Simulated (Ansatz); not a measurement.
Geometry optimisation, UKS PBE/STO-3G in Ansatz 0.2.0.

The input (input.yaml):

```yaml
crystal:
  periodic: [false, false, false]
  atoms:
    - { symbol: B, position_ang: [0.0804, -2.156, 0.462] }
    - { symbol: O, position_ang: [0.717, -0.8551, 0.8101] }
    - { symbol: C, position_ang: [0.3144, 0.2476, -0.0279] }
    - { symbol: B, position_ang: [1.3139, 1.4968, 0.4376] }
    - { symbol: "N", position_ang: [0.6184, -0.0096, -1.4567] }
    - { symbol: Si, position_ang: [-1.4504, 0.815, 0.2468] }
    - { symbol: H, position_ang: [0.5501, -2.85, -0.3236] }
    - { symbol: H, position_ang: [-0.9497, -2.3812, 0.9651] }
    - { symbol: H, position_ang: [1.9667, 2.0408, -0.282] }
    - { symbol: H, position_ang: [1.209, 1.8631, 1.5851] }
    - { symbol: H, position_ang: [1.5323, -0.4804, -1.5152] }
    - { symbol: H, position_ang: [-0.0886, -0.6351, -1.821] }
    - { symbol: H, position_ang: [-2.4183, -0.2286, -0.2211] }
    - { symbol: H, position_ang: [-1.7068, 1.0756, 1.6936] }
    - { symbol: H, position_ang: [-1.7104, 2.0064, -0.5234] }
magnetization:
  spin_polarized: true
basis:
  gaussian: { orbitals: STO-3G }
hamiltonian:
  xc: pbe
relax:
  f_tol: 0.02
  max_steps: 40
```

Launched with:

```bash
$ ansatz run input.yaml --threads 1 --pin off --max-ram 2048MiB --backend cpu --events-out ev --progress --plain --runs-dir out
```

Q: Where does it end, and by what steps?

A: The run converged. Limits of this set-up: minimal basis. After 38 steps the energy has fallen by 2.277 eV; H8 moved furthest, 1.32 Å.

```tsv
step	energy less start (eV)	largest force component (eV/Å)	accepted
0	0.0000	4.861	yes
2	-0.9795	1.166	yes
4	-1.6312	0.762	yes
6	-2.0109	0.546	yes
8	-2.1692	0.575	yes
10	-2.2069	0.206	yes
12	-2.2130	0.054	yes
14	-2.2137	0.029	yes
16	-2.2128	0.342	no
18	-2.2189	0.235	yes
20	-2.2156	0.451	no
22	-2.2341	0.102	yes
24	-2.2399	0.082	yes
26	-2.2506	0.201	yes
28	-2.2574	0.137	yes
30	-2.2571	0.381	no
32	-2.2715	0.052	yes
34	-2.2426	0.817	no
36	-2.2758	0.115	no
38	-2.2770	0.014	yes
```

```xyz
15
Properties=species:S:1:pos:R:3
B 0.131 -1.991 0.884
O 0.588 -1.368 -0.231
C 0.420 0.135 -0.396
B 1.059 1.057 0.660
N 0.617 0.483 -1.854
Si -1.402 0.760 0.073
H 0.343 -3.152 0.933
H -0.455 -1.433 1.745
H 1.208 2.199 0.405
H 1.287 0.649 1.742
H 1.632 0.210 -2.054
H 0.085 -0.278 -2.389
H -2.276 -0.396 -0.076
H -1.491 1.253 1.442
H -1.769 1.818 -0.853
```

Whether the end is a true minimum wasn't checked by a vibrational analysis.

The run took 3.3 min on 1 thread of Arm Neoverse V2 (shared host), peak memory 0.2 GiB.
